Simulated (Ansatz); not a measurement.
Basis-set extrapolation for CH5BFNOSi (`OC1(F)NB1[SiH3]`) (PBE0-D4/def2-TZVP geometry, frozen core, Ansatz 0.2.0). Multiplicity 1, RHF reference.

```
                      def2-TZVPP   def2-QZVPP
                 HF  -583.249259  -583.271129
    MP2 correlation    -1.066902    -1.151096
CCSD(T) correlation    -1.145720      not run
```

Energies in hartree. Use E(X) = E(∞) + A·exp(−7.88·√X) for Hartree–Fock and E(X) = E(∞) + B·X^(−2.97) for correlation, with X = 3 and 4, and add CCSD(T) minus MP2 of the smaller set to the MP2 limit.

Task: What is the CCSD(T) energy at the basis-set limit?

Result: HF limit: -583.271129 + (-0.021870) × 0.13774 = -583.27414. MP2 limit: -1.151096 + (-0.084194) × 0.74074 = -1.21346. Higher-order term: -1.145720 − (-1.066902) = -0.07882. Total: -584.56642 hartree, 450.1 kJ/mol below CCSD(T)/def2-TZVPP.
